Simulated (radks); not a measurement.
Charge is removed step by step from the 5d level of neutral gadolinium, starting from [Xe] 4f7 5d1 6s2. Calculated with a radial shooting solver on a logarithmic mesh with Libxc functionals: non-relativistic Kohn-Sham, r2SCAN, spin-unpolarised, spherical densities, point nucleus; meta-GGA in the generalised Kohn-Sham scheme; relativity is left out, which matters for an element this heavy.

| removed (e) | E - E(0) (eV) | eigenvalue (eV) | E minus straight line (eV) |
|---|---|---|---|
| 0 | 0.000 | -3.215 | 0.000 |
| 0.125 | 0.454 | -4.059 | -0.403 |
| 0.25 | 1.016 | -4.936 | -0.698 |
| 0.375 | 1.690 | -5.844 | -0.881 |
| 0.5 | 2.478 | -6.782 | -0.949 |
| 0.625 | 3.386 | -7.747 | -0.898 |
| 0.75 | 4.416 | -8.737 | -0.725 |
| 0.875 | 5.571 | -9.752 | -0.427 |
| 1 | 6.855 | -10.790 | 0.000 |

Removing the whole electron costs 6.855 eV by Delta-SCF, against 3.215 eV from minus the eigenvalue at the starting occupation. Slater's transition state (half an electron removed) gives 6.782 eV. Integrating minus the eigenvalue over the occupation (Janak's theorem) gives 6.855 eV. The mean slope of the eigenvalue, de/dn, is 7.57 eV per electron.
